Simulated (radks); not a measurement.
Results of a calculation; reference values are marked as such.
C2+, 4 electrons, occupied as [He] 2s2. Level of theory: non-relativistic Kohn-Sham, TPSS, spin-polarised, spherical densities, point nucleus; meta-GGA in the generalised Kohn-Sham scheme (a radial shooting solver on a logarithmic mesh with Libxc functionals).

Local quantities along the radius. ELF = 1/(1 + alpha^2) is the electron localisation function; alpha = (tau - tau_W)/tau_unif compares the Pauli kinetic energy density with that of the uniform gas (summed over spins); s = |grad rho|/(2 (3 pi^2)^(1/3) rho^(4/3)) is the reduced gradient; r v_xc is r times the local exchange-correlation potential of spin up (hartree bohr, multiplicative part alone).

r (bohr)    ELF       alpha       s   r v_xc
0.00837   1.000   1.296e-06  0.3952  -0.1758
0.01022   1.000   1.985e-06  0.3981  -0.1825
0.01249   1.000   3.059e-06  0.4016  -0.1905
0.01525   1.000   4.747e-06  0.4059  -0.2001
0.01863   1.000   7.433e-06  0.4113  -0.2115
0.02275   1.000  0.00001176  0.4179  -0.2251
0.02779   1.000  0.00001886  0.4260  -0.2411
0.03421   1.000  0.00003134  0.4367  -0.2605
0.04179   1.000  0.00005210  0.4495  -0.2821
0.05104   1.000  0.00008873  0.4656  -0.3068
0.06234   1.000   0.0001556  0.4859  -0.3343
0.07614   1.000   0.0002828  0.5120  -0.3646
0.093     1.000   0.0005368  0.5455  -0.3972
0.1136    1.000    0.001075  0.5894  -0.4311
0.1387    1.000    0.002297  0.6480  -0.4653
0.1695    1.000    0.005318  0.7276  -0.4985
0.207     1.000     0.01358  0.8386  -0.5282
0.2528    0.998     0.03918  0.9969  -0.5466
0.3088    0.983      0.1306   1.224  -0.5328
0.3802    0.777      0.5357   1.540  -0.4650
0.4643    0.176       2.164   1.786  -0.4125
0.5672    0.031       5.566   1.441  -0.3441
0.6927    0.056       4.091  0.5327  -0.3325
0.8461    0.502      0.9959  0.3117  -0.6494
1.033     0.975      0.1615  0.5110  -0.5229
1.262     0.999     0.02886  0.7931  -0.6330
1.542     1.000    0.004604   1.212  -0.6758
1.883     1.000   0.0006491   1.867  -0.4943
2.3       1.000  0.00007428   2.983  -0.4006
2.809     1.000   6.215e-06   5.245  -0.3872
3.431     1.000   3.553e-07   10.55  -0.2870
4.191     1.000   1.272e-08   24.90  -0.1595

On this mesh the ELF has minima near r = 0.62 bohr, which separate the shells.
